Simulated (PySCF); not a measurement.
**Relative stability**

The two ends of one reaction step of CH₅ClGe, closed shell (PBE0-D4/def2-TZVP).

A:

```
atom    x (Å)    y (Å)    z (Å)
 Ge1  -0.5042   0.0518   0.7289
 Cl2   0.0159  -1.8763   1.5641
  C3   0.4891   0.2591  -0.9243
  H4   1.5590   0.2065  -0.7218
  H5  -0.1203   1.0952   1.7890
  H6  -2.0247   0.0271   0.5101
  H7   0.2592   1.2250  -1.3784
  H8   0.2189  -0.5348  -1.6204
```

B:

Ge1  (-1.110, 0.591, 0.407)
Cl2  (2.146, -1.839, 0.774)
C3  (0.099, 0.344, -0.869)
H4  (1.274, -1.003, 0.269)
H5  (-0.945, 1.652, 1.491)
H6  (-2.324, -0.318, 0.566)
H7  (0.943, 1.014, -0.980)
H8  (-0.045, -0.399, -1.643)
(Å)

PySCF 2.14 with density fitting (its default auxiliary sets; JK sets also for MP2 and CCSD(T)); basis: def2-TZVPP; cores frozen in the correlated methods. Filled d shells of the heavier atoms are correlated. The def2 sets are not built for correlating such inner shells, so the correlated values are less sure here. B3LYP uses VWN-RPA correlation.

(1) Which structure is lower at CCSD(T), and by how much? (Judge from chemistry; the value comes from the calculation.)

No T1 diagnostic of these runs exceeds 0.012. The restricted Hartree–Fock reference is unstable towards an unrestricted one at one or more of these structures.

Answers

(1) By the calculation: A, by 2.864 eV (electronic energy, against the other). By their contacts, A is CH₅ClGe ([CH3][GeH2][Cl]) and B is a complex of CH₄Ge ([CH2][GeH2]) + HCl.

All methods give the same order:

```json
{"method": "SPW92", "E(B) − E(A) (eV)": "2.791"}
{"method": "PBE-D4", "E(B) − E(A) (eV)": "2.732"}
{"method": "r2SCAN-D4", "E(B) − E(A) (eV)": "2.929"}
{"method": "PBE0-D4", "E(B) − E(A) (eV)": "2.966"}
{"method": "B3LYP-D4", "E(B) − E(A) (eV)": "2.823"}
{"method": "BHLYP-D4", "E(B) − E(A) (eV)": "3.094"}
{"method": "wB97M-V", "E(B) − E(A) (eV)": "2.992"}
{"method": "HF", "E(B) − E(A) (eV)": "3.319"}
{"method": "MP2", "E(B) − E(A) (eV)": "2.922"}
{"method": "CCSD", "E(B) − E(A) (eV)": "2.956"}
{"method": "CCSD(T)", "E(B) − E(A) (eV)": "2.864"}
```

Labels in which every atom is bracketed show which atoms are joined, not bond orders.

For scale, one of the runs: CCSD(T)/def2-TZVPP, 191 basis functions, launched by `OMP_NUM_THREADS=4 python run.py`. The run took 6.9 min on 4 CPU threads of an Arm Neoverse V2 (shared host), with 2.4 GiB of host memory at its peak.
